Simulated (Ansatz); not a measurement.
The lowest singlet and triplet of C3H2 (SMILES [CH]C#C); geometries from B3LYP-D3(BJ)/def2-TZVP, each state relaxed from the structure named, with no frequency check, low spin by broken symmetry.
Singlet at the triplet's geometry (charge 0, multiplicity 1):
```csv
atom,x (Å),y (Å),z (Å)
C,-1.2298,-0.2660,-0.1449
C,-0.0006,0.0065,-0.0059
C,1.2321,0.2410,0.1673
H,-2.2352,-0.4781,-0.4148
H,2.2250,0.5884,0.3159
```

A positive gap puts the triplet lower; no zero-point energy. R- takes a restricted singlet, here one determinant of a half-filled degenerate or near-degenerate pair, which mixes singlet states. The triplet is unrestricted in single-reference levels. Active spaces average the two states.

Correlated levels freeze the cores.

Codes used: Ansatz (Gaussian basis) for Hartree–Fock, density functionals and correlated methods. Each number belongs to the level named beside it.

R-PBE/def2-TZVPP gives 1.150 eV for the gap E(singlet) − E(triplet), vertical, at the triplet's geometry.

Problem. Where do these levels fall relative to PBE: R-r2SCAN/def2-TZVPP, R-B3LYP/def2-TZVPP, R-wB97M-V/def2-TZVPP, R-B2PLYP/def2-TZVPP, R-MP2/cc-pVQZ, R-CCSD(T)/cc-pVQZ, SC-NEVPT2 on SA-CASSCF(6,6)/cc-pVQZ, FIC-MRCISD+Q on SA-CASSCF(6,6)/cc-pVTZ.

Solution. R-r2SCAN/def2-TZVPP 0.281; R-B3LYP/def2-TZVPP -0.031; R-wB97M-V/def2-TZVPP -0.076; R-B2PLYP/def2-TZVPP -0.115; R-MP2/cc-pVQZ -0.532; R-CCSD(T)/cc-pVQZ -0.065; SC-NEVPT2 on SA-CASSCF(6,6)/cc-pVQZ -0.321; FIC-MRCISD+Q on SA-CASSCF(6,6)/cc-pVTZ -0.268 eV. 1 of 8 lie above PBE; the widest gap is to R-MP2/cc-pVQZ.

Doubts at one or more of the structures used: a restricted determinant that unrestricted orbitals would lower (R-PBE/def2-TZVPP, R-r2SCAN/def2-TZVPP, R-B3LYP/def2-TZVPP, R-wB97M-V/def2-TZVPP, R-B2PLYP/def2-TZVPP, R-MP2/cc-pVQZ, R-CCSD(T)/cc-pVQZ); a spin-contaminated determinant (R-MP2/cc-pVQZ, R-CCSD(T)/cc-pVQZ).

Ansatz is a quantum-chemistry and plane-wave program.
